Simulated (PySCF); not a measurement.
```csv
wavenumber (cm⁻¹),absorption (km/mol per cm⁻¹)
0,0.002
23,0.003
47,0.003
70,0.004
94,0.007
117,0.014
140,0.032
164,0.019
187,0.020
210,0.034
234,0.084
257,0.299
281,0.203
304,0.060
327,0.026
351,0.015
374,0.009
397,0.007
421,0.005
444,0.004
468,0.003
491,0.003
514,0.002
538,0.002
561,0.002
584,0.002
608,0.002
631,0.002
655,0.002
678,0.002
701,0.002
725,0.002
748,0.002
772,0.002
795,0.002
818,0.002
842,0.003
865,0.003
888,0.003
912,0.004
935,0.005
959,0.006
982,0.007
1005,0.008
1029,0.011
1052,0.014
1075,0.020
1099,0.031
1122,0.053
1146,0.106
1169,0.296
1192,0.994
1216,0.439
1239,0.139
1262,0.064
1286,0.036
1309,0.023
1333,0.016
1356,0.012
1379,0.009
```

This is the computed harmonic infrared spectrum of triplet BrOsN, Lorentzian lines of 34 cm⁻¹ full width. Level of theory: UPBE0 in PySCF with Os def2-SVP with ECP60, N def2-SVP, Br def2-SVP; scalar-relativistic core potentials, no spin–orbit coupling; density-fitted integrals.

Question: Which bands make it up, and how are they assigned?

Answer: In Cs symmetry, counting bands above 1 % of the strongest: 139 cm⁻¹ (a', bend, 1.3 km/mol); 265 cm⁻¹ (a', stretch, 20 km/mol); 1196 cm⁻¹ (a', stretch, 55 km/mol).

This need not be the most stable arrangement of these atoms. Open d and f shells are described by one determinant, and the ground state may have another occupation or spin. Spin–orbit coupling, left out here, can matter for elements this heavy.
